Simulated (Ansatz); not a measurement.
# Abstraction of Cl: SiH3Cl + SnH3 → SiH3 + SnH3Cl

Species: SiH3Cl `[SiH3]Cl`, singlet; SnH3 `[SnH3]`, doublet; SiH3 (silyl radical) `[SiH3]`, doublet; SnH3Cl `[Cl][SnH3]`, singlet. A radical takes Cl: the energy is the difference in strength between the Si–Cl bond broken and the Sn–Cl bond made.

Shapes, held fixed at every level: PBE0-D4/def2-TZVP. Programs: Ansatz 0.2.0. The zero-point and thermal change to 298 K, harmonic and unscaled (PBE0-D4/def2-TZVP), is -2.2 kJ/mol.

```json
{"level": "PBE-D4/def2-TZVPP", "kind": "GGA", "ΔH(298 K) (kJ/mol)": "+60.6", "less CCSD(T)/def2-TZVPP": "-4.2", "CPU time (sum over the molecules)": "7.9 s"}
{"level": "r2SCAN-D4/def2-TZVPP", "kind": "meta-GGA", "ΔH(298 K) (kJ/mol)": "+61.3", "less CCSD(T)/def2-TZVPP": "-3.5", "CPU time (sum over the molecules)": "18 s"}
{"level": "BHLYP-D4/def2-TZVPP", "kind": "global hybrid", "ΔH(298 K) (kJ/mol)": "+64.9", "less CCSD(T)/def2-TZVPP": "+0.1", "CPU time (sum over the molecules)": "9.3 s"}
{"level": "PBE0-D4/def2-TZVPP", "kind": "global hybrid", "ΔH(298 K) (kJ/mol)": "+61.9", "less CCSD(T)/def2-TZVPP": "-2.9", "CPU time (sum over the molecules)": "7.8 s"}
{"level": "wB97M-V/def2-TZVPP", "kind": "range-separated hybrid", "ΔH(298 K) (kJ/mol)": "+73.7", "less CCSD(T)/def2-TZVPP": "+8.9", "CPU time (sum over the molecules)": "32 s"}
{"level": "MP2/def2-SVP", "kind": "perturbation theory", "ΔH(298 K) (kJ/mol)": "+61.1", "less CCSD(T)/def2-TZVPP": "-3.7", "CPU time (sum over the molecules)": "–"}
{"level": "CCSD(T)/def2-SVP", "kind": "coupled cluster or CI", "ΔH(298 K) (kJ/mol)": "+60.7", "less CCSD(T)/def2-TZVPP": "-4.1", "CPU time (sum over the molecules)": "5.4 s"}
{"level": "CCSD(T)/def2-TZVPP", "kind": "coupled cluster or CI", "ΔH(298 K) (kJ/mol)": "+64.8", "less CCSD(T)/def2-TZVPP": "0.0", "CPU time (sum over the molecules)": "38 s"}
```

The highest level, CCSD(T)/def2-TZVPP, gives ΔH(298 K) = +64.8 kJ/mol; the levels span +60.6 to +73.7. The column of differences is taken from that level and isn't an error. No measured value is set beside it here. Open shells run unrestricted unless RO is named. For atoms past krypton def2 sets carry core potentials with scalar relativity. Correlated rows may include outer-core shells of Sn, which these sets cover unevenly. Times are processor times on shared x86 and Arm servers, and rough.
